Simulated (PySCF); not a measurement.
## Nuclear quadrupole coupling in `C=C=C=C(CC)C(C)=S`

Compound: C8H10S.
Cartesian coordinates in Å at the GFN2-xTB level; atoms count from 1:
```xyz
19
C8H10S angstrom
C      3.483   -0.434    0.144
C      2.183   -0.256    0.216
C      0.946   -0.076    0.277
C     -0.376    0.087    0.355
C     -1.240   -1.045    0.839
C     -1.698   -1.910   -0.337
C     -0.970    1.324   -0.069
C     -0.072    2.408   -0.573
S     -2.596    1.565   -0.010
H      4.137    0.340   -0.221
H      3.938   -1.362    0.450
H     -2.115   -0.632    1.342
H     -0.678   -1.658    1.547
H     -2.328   -2.720    0.020
H     -0.840   -2.336   -0.853
H     -2.269   -1.313   -1.043
H     -0.657    3.275   -0.868
H      0.505    2.055   -1.427
H      0.636    2.698    0.204
```

Field gradients from the PBE0/pcSseg-1 density (PySCF, non-relativistic), principal values in atomic units, ordered |Vxx| ≤ |Vyy| ≤ |Vzz|:

| atom | Vxx | Vyy | Vzz |
| --- | --- | --- | --- |
| S9 | 1.2419 | 1.7175 | -2.9594 |

**Question.** Find the asymmetry η = (Vxx − Vyy)/Vzz and the couplings χ = eQV/h (234.96 MHz × Q in barn × V in au), with Q(33S) = −0.0678 b.

**Answer.** 
| atom | environment | nucleus | η | χzz (MHz) | χxx (MHz) | χyy (MHz) |
| --- | --- | --- | --- | --- | --- | --- |
| S9 | thiocarbonyl sulfur | 33S | 0.16 | 47.15 | -19.78 | -27.36 |

**Question.** What is Vzz at S9 in SI units (1 au = 9.71736 × 10²¹ V/m²)?

**Answer.** -2.9594 au = -28.758 × 10²¹ V/m².

**Question.** And the gradient at the other heavy atoms, for which no coupling is worked out here?

**Answer.** 
```csv
atom,environment,Vzz (au),η
C1,outer carbon of cumulated double bonds,0.277,0.04
C2,central carbon of cumulated double bonds,-0.344,0.37
C3,central carbon of cumulated double bonds,-0.339,0.60
C4,outer carbon of cumulated double bonds,0.264,0.24
C5,chain CH2 carbon,0.127,0.92
C6,methyl carbon,0.096,0.25
C7,thiocarbonyl carbon,0.497,0.15
C8,methyl carbon,0.103,0.71
```

Were the hydrogens deuterons (Q(2H) = 0.00286 b), χzz would run from 199 kHz (H12) to 225 kHz (H11 and H10).

Geometry: GFN2-xTB, one conformer, isolated molecule. GFN2-xTB bond lengths can be off by several hundredths of an ångström, more for odd bonds, and the gradients follow them. With a basis this small, the couplings can be 20 % off.
